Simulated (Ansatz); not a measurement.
W(O)(S)(OH)(SH) (H2O2S2W), SMILES [OH][W]([SH])(=[S])=[O], multiplicity 1.

Geometry optimised at B3LYP-D3(BJ)/def2-SVP. The multiplicity is an assumed one; no other spin state was optimised. The structure was generated by enumeration; whether it is a known compound was not checked. The def2 effective core potentials stand for the cores of W; spin–orbit coupling is left out. One conformer was computed; it need not be the lowest.

Two levels are set side by side: PBE/def2-SVPD (Ansatz, an electronic-structure program) and PBE0/def2-SVPD (Ansatz). Energy differences of separate SCF runs at the same geometry; the states with an electron removed or added have multiplicity 2 and 2. Differences are taken from unrounded values.

```csv
quantity,PBE0
vertical ionisation energy (eV),9.92
vertical electron affinity (eV),1.34
vertical singlet–triplet gap (eV),2.83
```

**Question.** What does PBE give, and how far is it from PBE0? (Estimate from the structure and the level; the computed values follow.)

**Answer.** 
| quantity | PBE | PBE minus PBE0 |
|---|---|---|
| vertical ionisation energy (eV) | 9.63 | -0.29 |
| vertical electron affinity (eV) | 1.04 | -0.30 |
| vertical singlet–triplet gap (eV) | 3.00 | 0.17 |
